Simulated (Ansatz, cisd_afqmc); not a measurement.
System: CClF3, charge 0, singlet. CClF3 (SMILES FC(F)(Cl)F).
B3LYP-D3(BJ)/def2-TZVP minimum from Ansatz (an electronic-structure program):
```xyz
5

F     -0.8353    -0.6634    -1.0397
C     -0.3527    -0.0074     0.0118
F     -0.8399     1.2302     0.0017
F     -0.7640    -0.6177     1.1197
Cl     1.4158     0.0295    -0.0474
```
Charge 0, spin multiplicity 1.

Atomisation energy term by term, kcal/mol (programs: Ansatz, cisd_afqmc). Open shells are spin-unrestricted; no spin-orbit coupling. Cores are frozen in correlated methods. Rows without X2C or -DK are non-relativistic. AFQMC is phaseless with a CISD trial state; ± is one standard error, without the phaseless bias. Outlying blocks are dropped, and bars are widened where a walk drifts. Over all cases where full CI ran beside it in this data, AFQMC minus full CI had a median of +0.1 mEh and passed +0.4 mEh in a tenth of the cases. CBS(X,Y): correlation extrapolated as X^-3, Hartree-Fock from the larger set (Q,5: extrapolated as (X+1)exp(-9√X)). A bracket is a step between two methods taken in the basis named. 'core' is core correlation in cc-pwCVTZ (1s frozen past Ne), 'X2C' scalar relativity in cc-pVTZ-DK, both at CCSD(T).

| term | basis | kcal/mol |
|---|---|---|
| Hartree-Fock | CBS(cc-pV(Q+d)Z,cc-pV(5+d)Z) | 276.72 |
| CCSD correlation | CBS(cc-pV(Q+d)Z,cc-pV(5+d)Z) | 142.75 |
| (T) | CBS(cc-pV(Q+d)Z,cc-pV(5+d)Z) | 14.45 |
| CCSDT(Q) - CCSD(T) | cc-pV(D+d)Z | 0.73 |
| core correlation | cc-pwCVTZ | 1.30 |
| scalar relativity | X2C, cc-pVTZ-DK | -0.80 |
| sum: De |  | 435.1 |

The step beyond CCSD(T) by other levels: AFQMC/CISD in cc-pV(T+d)Z 0.72 ± 0.27; AFQMC/CISD in cc-pV(Q+d)Z 0.77 ± 0.29 kcal/mol.
